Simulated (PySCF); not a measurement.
CuF₂, SMILES [F][Cu-][F], charge -1, multiplicity 1. Geometry optimised at B3LYP-D3(BJ)/def2-TZVPD. The multiplicity is an assumed one; other spin states were not compared.

Computed equilibrium geometry at B3LYP-D3(BJ)/def2-TZVPD (PySCF confirms it by a frequency run) as Cartesian coordinates in Å, and its point group:
point group D∞h.
```xyz
3

Cu     0.0000     0.0000     0.0000
F      0.0000     0.0000    -1.8163
F      0.0000     0.0000     1.8163
```
Charge -1, spin multiplicity 1.
